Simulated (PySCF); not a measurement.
## NaHg⁻: from constants to spectrum

RHF-CCSD(T) constants of NaHg⁻, ¹Σ⁺ (singlet), closed shell (basis Na def2-SVPD, Hg def2-SVPD with ECP60; scalar-relativistic core potentials; PySCF 2.14; masses 22.9898 and 201.9706 u):

* ωe: 28.4 cm⁻¹
* ωexe: 0.36 cm⁻¹
* Be: 0.046399 cm⁻¹
* αe: 0.00119 cm⁻¹
* D (centrifugal): 4.96e-07 cm⁻¹
* De to Na⁻ + Hg: 0.080 eV

Q: Give the vibrational terms G(v) and spacings up to v = 6.

A: G(v) = ωe(v+½) − ωexe(v+½)².

| v | G(v) (cm⁻¹) | G(v) − G(v−1) | Bv (cm⁻¹) |
| --- | --- | --- | --- |
| 0 | 14.1 |  | 0.04580 |
| 1 | 41.8 | 27.7 | 0.04461 |
| 2 | 68.8 | 27.0 | 0.04342 |
| 3 | 95.0 | 26.2 | 0.04223 |
| 4 | 120.5 | 25.5 | 0.04104 |
| 5 | 145.3 | 24.8 | 0.03985 |
| 6 | 169.4 | 24.1 | 0.03866 |

Q: How well does the Morse estimate ωe²/(4ωexe) reproduce De, and what is D0?

A: It gives 0.069 eV, 87 % of the computed De. D0 = De − G(0) = 0.080 − 0.002 = 0.078 eV.

Correlated steps freeze 1 core orbital. The bond is weak. Basis-set superposition, not corrected here, can be much of De in a small basis, most of all at correlated wavefunction levels. Spin–orbit coupling is left out. For an ion De counts to the pair picked by the measured ionisation energies or electron affinities, which need not be the lowest pair at this level.
